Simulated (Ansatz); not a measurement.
Job for Ansatz (an electronic-structure program): U-PBE/def2-TZVPP on ClFHIn (SMILES [F][InH][Cl]), a point of a bond scan (R = 2.964 Å). Elements past Kr take the def2 small-core potentials; no spin–orbit coupling.

Ansatz 0.2 input:
```yaml
crystal:
  periodic: [false, false, false]
  atoms:
    - {symbol: In, position_ang: [-0.09474537, -0.41822875, 0.20223357]}
    - {symbol: H, position_ang: [-1.71611109, -2.85951452, 0.64363432]}
    - {symbol: F, position_ang: [1.57814816, -0.11257062, 1.16386102]}
    - {symbol: Cl, position_ang: [-0.50232767, 1.37174079, -1.22580333]}
basis:
  gaussian:
    orbitals: def2-TZVPP
hamiltonian:
  xc: {name: PBE}
magnetization: {spin_polarized: true, initial_magnetization: 0}
```

The head of its log:

```
WARN ansatz: RAYON_NUM_THREADS=1 ignored (pool sized by the plan → 1); use --threads N
Functional definition: PBE
integrals: 0.05 GiB planned
897 factors; their error is unknown
mean field: 0.46 GiB planned
mean field evaluation 1: about -20418.6614 eV, gradient 3.6e1 eV
mean field evaluation 2: about -20263.0685 eV, gradient 1.7e2 eV
```

Question: What total energy does the run end on?

Answer: -750.5394 hartree. Its determinant has ⟨S²⟩ = 0.44, a mixture of spin states.
